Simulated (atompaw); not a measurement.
**Pseudopotential generation for copper (Cu): PAW (atompaw), LDA (PW92), non-relativistic.**

* Element: Cu
* Generator: atompaw 4.2.0.5
* Type: PAW
* Functional: LDA (PW92)
* Relativity: non-relativistic
* Frozen core: [Ne]
* Valence charge: 19
* Reference configuration: 3s2 3p6 3d10 4s0.75 4p0 (charge +0.25)
* Partial waves: 3s (bound): rc 1.00 bohr; 4s (bound): rc 1.40 bohr; 3p (bound): rc 0.80 bohr; 4p (bound, empty): rc 1.60 bohr; 3d (bound): rc 1.60 bohr; 3d channel at -0.15 Ry: rc 1.10 bohr
* Local potential: troulliermartins scheme with l = 3 at 0.5 Ry, radius 1.45 bohr
* Core correction: smooth core density matched at 1.20 bohr
* Augmentation charge: sinc compensation charge, radius 1.40 bohr; PAW radius 1.60 bohr; waves and projectors: custom polynom vanderbiltortho

All-electron outer shells of the reference configuration (LDA (PW92), non-relativistic, ld1.x):

```
shell  level (eV)  outermost node (bohr)  outermost maximum (bohr)
   2p     -913.01                      –                      0.16
   3s     -112.40                   0.29                      0.62
   3p      -72.99                   0.26                      0.63
   3d       -7.49                      –                      0.60
   4s       -6.38                   0.90                      2.27
   4p       -2.10                   0.98                      3.22
```

Q: Does the generator finish with these settings?

A: Yes, a potential is produced.

Q: Estimate the cutoffs (Ry, on a coarse ladder) from which the occupation-weighted sum of valence levels, in a spherical-Bessel basis at the reference potential, stays within 10 and 1 mRy of its value at 400 Ry.

A: 100 Ry and 180 Ry.

Q: Does the potential have ghost states?

A: No extra level below or beside the all-electron valence levels (s, p, d, f tested).

Q: Is the overlap operator S = 1 + Σ q|β⟩⟨β| positive definite (Bessel basis up to 400 Ry)?

A: Barely: its lowest eigenvalue is 0.009 (d channel).

Q: Which valence shell sets the plane-wave cutoff?

A: 3p: its level needs 100 Ry to come within 1 mRy, against 50 Ry for 3s.
